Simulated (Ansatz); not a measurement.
CH$_{3}$I$_{3}$Sn (SMILES [CH3][Sn]([I])([I])[I]), singlet, at a GFN2-xTB geometry (such geometries of metal compounds can be far from the true shape) (core potentials on I, Sn); B3LYP/def2-SVPD run with Ansatz (a first-principles code).

Ansatz was given this input:
Ansatz 0.2 input:
```yaml
crystal:
  periodic: [false, false, false]
  atoms:
    - {symbol: C, position_ang: [-2.76622851, -0.47650576, 0.15662346]}
    - {symbol: Sn, position_ang: [-0.57279827, -0.09866924, 0.03243176]}
    - {symbol: I, position_ang: [0.54834995, -1.73056321, -1.83496730]}
    - {symbol: I, position_ang: [-0.11271578, 2.49104912, -0.66679167]}
    - {symbol: I, position_ang: [0.59297168, -0.58330004, 2.44351946]}
    - {symbol: H, position_ang: [-2.90915231, -1.49519470, 0.49314507]}
    - {symbol: H, position_ang: [-3.18508418, 0.22828462, 0.86318670]}
    - {symbol: H, position_ang: [-3.18458891, -0.33144440, -0.83096600]}
basis:
  gaussian:
    orbitals: def2-SVPD
hamiltonian:
  xc: b3lyp
```

It wrote (shortened):

```
Functional definition: B3LYP
2191 factors; integrals over basis functions are off by at most 1.2e-3 eV
mean field evaluation 1: about -31226.4936 eV, gradient 4.9e1 eV
mean field evaluation 2: about -31218.0257 eV, gradient 6.7e1 eV
mean field evaluation 4: about -31232.6980 eV, gradient 4.6e0 eV
mean field evaluation 8: about -31232.8067 eV, gradient 1.1e-1 eV
mean field evaluation 16: about -31232.8067 eV, gradient 5.0e-5 eV
mean field -31232.80669399 eV, -1147.7844756472 hartree, gradient 5.0e-5 eV, S^2 0.000000; 0 other end points of the search recorded, 0 dependent functions left out
reference -31232.80703104 eV, -1147.7844880338 hartree; 53, 53 occupied and 128, 128 virtual orbitals, 2191 factors
Total energy: -31232.80703104 eV, -1147.7844880338 hartree
```
